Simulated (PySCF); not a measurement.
Co¹⁴⁺: ionisation energy

Co¹⁴⁺ [Ne] 3s2 3p1 [3p1/2^1, M_J = 1/2] → Co¹⁵⁺ [Ne] 3s2, as a difference of total energies. Calculation: PySCF 2.14, in an even-tempered Gaussian basis (19 s from 1.2 bohr⁻², ratio 2.4; 13 p from 1.5 bohr⁻², ratio 2.4; 5 d from 6.1 bohr⁻², ratio 2.6; 4 f from 9.2 bohr⁻², ratio 2.6); the two-component X2C-1e Hamiltonian. Correlated levels: 1s2 frozen; the 50 highest virtual spinors dropped. "Screened" scales the spin-orbit matrix elements by Boettger's factors to mimic the two-electron term; Breit and QED terms are absent.

```json
{"method": "GHF (spin-free)", "ionisation energy (eV)": "440.83"}
{"method": "GMP2 (spin-free)", "ionisation energy (eV)": "441.26"}
{"method": "GHF (screened spin-orbit)", "ionisation energy (eV)": "442.81"}
{"method": "GMP2 (screened spin-orbit)", "ionisation energy (eV)": "443.27"}
```

Task: How much does correlation contribute at GMP2 (screened spin-orbit)?

Result: 443.27 − (442.81) = 0.46 eV, measured against GHF (screened spin-orbit).

For comparison: 441.1 ± 1.4 eV (semi-empirical (NIST evaluation); NIST Atomic Spectra Database, ionization energies).
